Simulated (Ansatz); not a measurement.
Relaxation of (BeS)2 ring (Be₂S₂) with RKS PBE0-D4/def2-TZVP.

```sh
$ ansatz run in.yaml --threads 4 --pin off --events-out ev --progress --plain --max-ram 3916MiB
```

```yaml
crystal:
  periodic: [false, false, false]
  atoms:
    - {symbol: Be, position_ang: [-0.163610, 0.458440, -0.865020]}
    - {symbol: S, position_ang: [1.547970, 0.711670, 0.078920]}
    - {symbol: Be, position_ang: [0.163550, -0.458440, 0.865820]}
    - {symbol: S, position_ang: [-1.547910, -0.711670, -0.079720]}
basis:
  gaussian: {orbitals: def2-TZVP}
hamiltonian: {xc: pbe0, dispersion: d4}
scf: {lower_state_search: "off"}
output: {orbitals: {seedname: orbitals}}
relax: {f_tol: 0.02, max_steps: 100}
```

It took 2.4 s on 4 threads of Arm Neoverse V2 on a shared host.

Positions (Å) and forces (eV/Å) at steps 1, 2, 4 of 4:

```xyz
4
step=1 energy=-22468.3562 eV
Be   -0.164    0.458   -0.865    0.086   -0.314    0.570
S     1.548    0.712    0.079   -1.063   -0.498   -0.037
Be    0.164   -0.458    0.866   -0.086    0.317   -0.579
S    -1.548   -0.712   -0.080    1.063    0.495    0.046
4
step=2 energy=-22468.4118 eV
Be   -0.164    0.457   -0.863    0.057   -0.213    0.386
S     1.519    0.698    0.078   -0.404   -0.193   -0.009
Be    0.164   -0.457    0.863   -0.057    0.215   -0.390
S    -1.519   -0.698   -0.078    0.404    0.190    0.013
4
step=4 energy=-22468.4259 eV
Be   -0.162    0.449   -0.848   -0.002    0.000   -0.001
S     1.506    0.692    0.078   -0.001   -0.001    0.001
Be    0.162   -0.449    0.848    0.002    0.000    0.002
S    -1.506   -0.692   -0.078    0.001    0.001   -0.001
```
